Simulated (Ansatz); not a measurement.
`CN([SiH3])CN`, charge 0, multiplicity 1.

**Question.** Give a relaxed structure at PBE0-D4/def2-TZVP (Ansatz 0.2.0). (Best estimate.)

**Answer.** Computed: 
```xyz
15

C     0.8076    1.0837   -0.6405
N     0.2117   -0.1107   -0.0893
Si    1.0969   -1.5839   -0.0455
C    -0.8964    0.1264    0.8194
N    -2.0995    0.6589    0.2311
H     1.6165    0.8256   -1.3273
H     1.2241    1.7416    0.1372
H     0.0761    1.6646   -1.2137
H     1.7558   -1.7752   -1.3652
H     0.1342   -2.6814    0.2340
H     2.1728   -1.6523    0.9922
H    -0.5940    0.8182    1.6188
H    -1.1450   -0.8253    1.2979
H    -2.3868    0.0995   -0.5625
H    -1.9741    1.6104   -0.0867
```
This is one stationary point; other conformers may exist.
